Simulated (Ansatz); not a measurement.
Species: sum formula BN2H6, charge 1, multiplicity 1. It need not be the lowest isomer of its formula. 
Geometry from a B3LYP-D3(BJ)/def2-TZVP (Ansatz, a first-principles code) optimisation:
```xyz
9

B      0.0396    -0.3704     0.4425
N     -1.1760     0.2605    -0.3201
N      1.2990    -0.0341     0.0508
H     -0.2499    -1.1052     1.3174
H     -1.7676    -0.4749    -0.7190
H     -1.7757     0.7777     0.3303
H      1.5543     0.5945    -0.6977
H      2.1055    -0.4227     0.5208
H     -0.9256     0.8980    -1.0791
```
Charge +1, spin multiplicity 1.

Parts of the frozen-core correlation energy in STO-3G (Ansatz, hartree). Frozen orbitals: 3; correlated occupied orbitals by spin: 9 and 9; virtual: 9 and 9. No spin-orbit coupling. Non-relativistic.

```
term                            value
-------------------------  ----------
reference (HF)             -135.25990
MP2 opposite-spin            -0.13061
MP2 same-spin                       …
CCSD correlation                    …
(T)                                 …
T1 diagnostic                   0.019
largest doubles amplitude       0.115
```

Q: Some entries are withheld; supply them.

A: 
- MP2 same-spin, value: -0.02059
- CCSD correlation, value: -0.19245
- (T), value: -0.00302
